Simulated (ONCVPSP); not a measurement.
## u(r) = r·R(r): atom against pseudo-atom (chromium)

Columns: radius, all-electron u(r) and pseudo u(r) of the 3s shell (level -112.45 eV) of chromium in the configuration [Ne] 3s2 3p6 3d3; PBEsol, scalar-relativistic, ONCV scheme, ONCVPSP 4.0.1.

```
r (bohr)  all-electron  pseudo
   0.070        0.1248  0.0056
   0.140       -0.4617  0.0377
   0.210       -0.6246  0.1150
   0.280       -0.4231  0.2432
   0.350       -0.0580  0.4140
   0.420        0.3278  0.6076
   0.490        0.6593  0.7991
   0.560        0.9082  0.9650
   0.630        1.0715  1.0886
   0.700        1.1590  1.1617
   0.770        1.1862  1.1857
   0.840        1.1680  1.1676
   0.910        1.1182  1.1181
   0.980        1.0482  1.0481
   1.050        0.9664  0.9662
   1.120        0.8794  0.8793
   1.190        0.7917  0.7916
   1.260        0.7066  0.7065
   1.330        0.6260  0.6260
   1.400        0.5512  0.5511
   1.470        0.4827  0.4826
   1.540        0.4208  0.4207
   1.610        0.3653  0.3653
   1.680        0.3160  0.3160
   1.750        0.2725  0.2725
   1.820        0.2344  0.2343
```

**Question.** How many radial nodes do the two functions have?

**Answer.** The all-electron 3s function has n − l − 1 = 2; the pseudo-wave has 0, since the states of the same l below it are removed with the core.

**Question.** Is the pseudo-wave norm-conserving?

**Answer.** Yes: the ONCV scheme keeps the norm inside the radius equal to the all-electron one, which fixes the energy derivative of the logarithmic derivative at the level.
